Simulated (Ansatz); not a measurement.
H12O4Si4Ti, SMILES `[SiH3][O][Ti]([O][SiH3])([O][SiH3])[O][SiH3]`. Charge 0, multiplicity 1. The geometry is a stationary point of PBE0-D4/def2-TZVP. It is one conformer, not always the lowest.

```xyz
21

Si    1.300    3.118    0.555
O     0.682    1.626    0.289
Ti    0.000   -0.001    0.000
O    -1.350   -0.291    1.134
Si   -2.584   -0.560    2.175
O     1.269   -1.233    0.257
Si    2.433   -2.360    0.489
O    -0.601   -0.105   -1.680
Si   -1.149   -0.198   -3.219
H     2.731    3.001    0.938
H     0.548    3.780    1.652
H     1.185    3.931   -0.683
H    -2.276   -1.744    3.018
H    -3.833   -0.811    1.411
H    -2.769    0.630    3.045
H     3.703   -1.691    0.873
H     2.640   -3.127   -0.766
H     2.017   -3.288    1.572
H    -0.431   -1.282   -3.938
H    -0.910    1.095   -3.910
H    -2.605   -0.492   -3.211
```

Task: What is the dipole moment at PBE/def2-TZVPP? (Best estimate.)

Result: Ansatz gave: 0.00 D, zero by symmetry or nearly so.

Task: Give the Mulliken charges with PBE, r2SCAN, ωB97M-V in def2-TZVPP. (Estimate.)

Result: The calculation gave: 
```tsv
atom	PBE	r2SCAN	ωB97M-V
Si1	0.27	0.38	0.24
O2	-0.40	-0.51	-0.47
Ti3	1.20	1.41	1.31
O4	-0.40	-0.51	-0.47
Si5	0.27	0.38	0.24
O6	-0.40	-0.51	-0.47
Si7	0.27	0.38	0.24
O8	-0.40	-0.51	-0.47
Si9	0.27	0.38	0.24
H10	-0.06	-0.07	-0.03
H11	-0.06	-0.07	-0.03
H12	-0.06	-0.07	-0.03
H13	-0.06	-0.07	-0.03
H14	-0.06	-0.07	-0.03
H15	-0.06	-0.07	-0.03
H16	-0.06	-0.07	-0.03
H17	-0.06	-0.07	-0.03
H18	-0.06	-0.07	-0.03
H19	-0.06	-0.07	-0.03
H20	-0.06	-0.07	-0.03
H21	-0.06	-0.07	-0.03
```
